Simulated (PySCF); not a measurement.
Correlation energy of Pd (palladium, neutral)

[Kr] 4d9 5p1, one real determinant (an excited configuration). All numbers are calculated (PySCF 2.14, the spin-free X2C one-electron Hamiltonian (Gaussian nucleus), in x2c-TZVPPall with one added diffuse shell each of s, p, d, f type (9s7p7d3f1g, 95 functions)). Frozen: [Ar] 3d10; 18 electrons correlated.

| level | correlation energy (mhartree) |
| --- | --- |
| CCSD | -572.57 |
| (T) | -17.76 |
| CCSD(T) | -590.33 |

Diagnostics: T1 = 0.019, D1 = 0.1023, largest double amplitude 0.026.

The real determinant used has ⟨L²⟩ near 8 against 12 for a pure F term, so it mixes terms.

Cost of the coupled-cluster step: of the order of 2.1 core-minutes, for 18 correlated electrons.

Iterations:

```
CC2 = 0
CCSD nocc = (np.int64(10), np.int64(8)), nmo = (81, 81)
frozen orbitals [[0, 1, 2, 3, 4, 5, 6, 7, 8, 9, 10, 11, 12, 13], [0, 1, 2, 3, 4, 5, 6, 7, 8, 9, 10, 11, 12, 13]]
max_cycle = 100
direct = 0
conv_tol = 1e-08
conv_tol_normt = 1e-06
diis_space = 8
diis_start_cycle = 0
Init t2, MP2 energy = -0.592200348659079
Init E_corr(UCCSD) = -0.592200348672218
cycle = 1  E_corr(UCCSD) = -0.558469537159165  dE = 0.0337308115  norm(t1,t2) = 0.083392
cycle = 2  E_corr(UCCSD) = -0.572528397290925  dE = -0.0140588601  norm(t1,t2) = 0.0320435
cycle = 3  E_corr(UCCSD) = -0.571296718041665  dE = 0.00123167925  norm(t1,t2) = 0.0194906
cycle = 4  E_corr(UCCSD) = -0.572397157044442  dE = -0.001100439  norm(t1,t2) = 0.0112808
cycle = 5  E_corr(UCCSD) = -0.572652934339719  dE = -0.000255777295  norm(t1,t2) = 0.00216582
cycle = 6  E_corr(UCCSD) = -0.572519885028168  dE = 0.000133049312  norm(t1,t2) = 0.00147723
cycle = 7  E_corr(UCCSD) = -0.572507959110769  dE = 1.19259174e-05  norm(t1,t2) = 0.000946856
cycle = 8  E_corr(UCCSD) = -0.572579996055016  dE = -7.20369442e-05  norm(t1,t2) = 0.000498895
cycle = 9  E_corr(UCCSD) = -0.572581011565553  dE = -1.01551054e-06  norm(t1,t2) = 0.0002232
cycle = 10  E_corr(UCCSD) = -0.572564355636011  dE = 1.66559295e-05  norm(t1,t2) = 0.00011317
cycle = 11  E_corr(UCCSD) = -0.572568460834096  dE = -4.10519808e-06  norm(t1,t2) = 6.51105e-05
cycle = 12  E_corr(UCCSD) = -0.572569051852311  dE = -5.91018215e-07  norm(t1,t2) = 8.80727e-05
cycle = 13  E_corr(UCCSD) = -0.572570729531955  dE = -1.67767964e-06  norm(t1,t2) = 7.23998e-05
cycle = 14  E_corr(UCCSD) = -0.572570637468032  dE = 9.20639226e-08  norm(t1,t2) = 5.07485e-05
cycle = 15  E_corr(UCCSD) = -0.572570108263375  dE = 5.29204657e-07  norm(t1,t2) = 3.50064e-05
cycle = 16  E_corr(UCCSD) = -0.572569255998588  dE = 8.52264787e-07  norm(t1,t2) = 1.12543e-05
cycle = 17  E_corr(UCCSD) = -0.572569027371188  dE = 2.28627399e-07  norm(t1,t2) = 4.93159e-06
cycle = 18  E_corr(UCCSD) = -0.572568973198552  dE = 5.41726364e-08  norm(t1,t2) = 3.01428e-06
cycle = 19  E_corr(UCCSD) = -0.572568940692489  dE = 3.25060627e-08  norm(t1,t2) = 1.91891e-06
cycle = 20  E_corr(UCCSD) = -0.572568929402728  dE = 1.12897615e-08  norm(t1,t2) = 1.08728e-06
cycle = 21  E_corr(UCCSD) = -0.572568916604075  dE = 1.27986525e-08  norm(t1,t2) = 7.93988e-07
cycle = 22  E_corr(UCCSD) = -0.572568917999629  dE = -1.39555312e-09  norm(t1,t2) = 6.71367e-07
UCCSD converged
E(UCCSD) = -5043.209151765337  E_corr = -0.5725689179996285
UCCSD(T) correction = -0.0177561816911078
```

The reference is one real determinant that mixes LS terms of this configuration.

This basis was not built for core-valence correlation, so the inner-shell part is incomplete.
